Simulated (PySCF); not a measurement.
An unknown is described by computed data only.

Formula: C7H10OS.

- 13C NMR: chemical shifts (computed TMS as zero) by class: 160.9 (1 C), 131.6 (1 C), 117.8 (1 C), 108.7 (1 C), 70.4 (1 C), 22.7 (2 C) ppm [GIAO PBE0/pcSseg-1]
- Triplet: lowest triplet excitation (Tamm–Dancoff): 3.51 eV [TDA CAM-B3LYP/def2-SVPD]
- 1H NMR: chemical shifts (computed TMS as zero) by class: 6.98 (1 H), 6.74 (1 H), 6.31 (1 H), 4.13 (1 H), 1.28 (6 H) ppm [GIAO PBE0/pcSseg-1]
- UV, first state: lowest singlet excitation: 5.19 eV (239 nm, f = 0.105) [TDDFT CAM-B3LYP/def2-SVPD]
- NMR, other nuclei: isotropic shieldings of nuclei other than C and H, by class: 198 (1 O), 320 (1 S) ppm [GIAO PBE0/pcSseg-1]
- Rotational structure: rotational constants A, B, C: 3.890, 0.727, 0.670 GHz [PBE0-D3(BJ)/def2-SVP]
- Valence photoelectron: vertical ionisation energy: 8.02 eV [ΔSCF CAM-B3LYP/def2-SVPD]
- Dipole: 2.01 D [CAM-B3LYP/def2-SVPD]
- Polarisability: 105.1 au [CAM-B3LYP/def2-SVPD]

The electronic properties come from PySCF, for the isolated species, density fitting. Levels stand in brackets. The structure is a single PBE0-D3(BJ)/def2-SVP conformer in the gas phase; no vibrational or solvent corrections. NMR classes are plain means over equivalent atoms (diastereotopic ones count apart unless rotation or inversion swaps them), as if these changed places fast.

Problem. Give a SMILES that accounts for the data.

Solution. Numbering: `[CH3:1][CH:2]([CH3:3])[O:4][c:5]1[cH:6][cH:7][s:8][cH:9]1`. Its formula, C7H10OS, gives 3 degrees of unsaturation: 1 ring and 2 π bonds in the structure found (Kekulé form). 7 carbons fall into 6 classes; from least to most shielded: aromatic carbon bearing oxygen [C5] (160.9 ppm), aromatic CH next to a ring sulfur [C7] (131.6 ppm), aromatic CH carbon [C6] (117.8 ppm), aromatic CH next to a ring sulfur [C9] (108.7 ppm), chain sp3 carbon bound to oxygen [C2] (70.4 ppm), methyl carbon [C1/C3] (22.7 ppm, 2 C, up to 3.5 ppm apart in this geometry). Hydrogen classes from least to most shielded: 1 H on an aromatic CH next to a ring sulfur, C7 (6.98 ppm), 1 H on an aromatic CH carbon, C6 (6.74 ppm), 1 H on an aromatic CH next to a ring sulfur, C9 (6.31 ppm), 1 H on an sp3 carbon bound to oxygen, C2 (4.13 ppm), 6 H on 2 methyl carbons, C1/C3 (1.28 ppm, a mean of values up to 1.0 ppm apart in this geometry). The other shieldings belong to: 198 ppm, aryl ether oxygen [O4]; 320 ppm, thiophene-type sulfur [S8]. The first electron is taken from the HOMO, whose largest Löwdin shares are 0.23 on an aromatic CH next to a ring sulfur, 0.20 on the aryl ether oxygen, 0.17 on the aromatic carbon bearing oxygen and 0.16 on the thiophene-type sulfur. The optimised geometry has point group C1 and is an asymmetric top. Structure: `CC(C)Oc1ccsc1`. Computed isomers that give other values at the same levels: `C=C[C@@H]1C=C[S@@](=O)CC1` (lowest singlet excitation: 4.93 eV (251 nm, f = 0.029)). The assignments are read from this structure; whether some other isomer fits the data as well wasn't checked.

Conformer computed: `[CH3:1][CH:2]([CH3:3])[O:4][c:5]1[cH:6][cH:7][s:8][cH:9]1`: C1–C2–O4–C5 72°, C2–O4–C5–C6 13°.
